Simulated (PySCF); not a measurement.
Computed IR spectrum (relative IR intensity) of a molecule C₂H₈ClNSi. Coordinates come from a PBE-D3(BJ)/def2-SVP optimisation. One conformer was computed; it need not be the lowest. The numbers are results of PBE-D3(BJ)/def2-SVP run with PySCF, not measurements. Frequencies are harmonic and unscaled.

Lines under 2 % of the strongest are left out, and lines within 2 cm⁻¹ are merged.

ν (cm⁻¹): 209 (w), 235 (w), 281 (w), 327 (w), 459 (s), 519 (vs), 612 (w), 655 (m), 740 (w), 799 (s), 844 (m), 892 (s), 949 (w), 952 (w), 1025 (w), 1212 (vw), 1378 (vw), 1423 (w), 1427 (vw), 1498 (m), 2186 (s), 2968 (m), 2972 (w), 3051 (w), 3062 (w), 3478 (w), 3572 (w) (against the strongest line: vs over 80 %, s over 45 %, m over 15 %, w over 4 %, vw less)

Task: Which molecule gave these data?
A) CNC[SiH2]Cl
B) C[Si@H](Cl)CN
C) CC[SiH](N)Cl
D) C[Si](C)(N)Cl

Result: C, CC[SiH](N)Cl
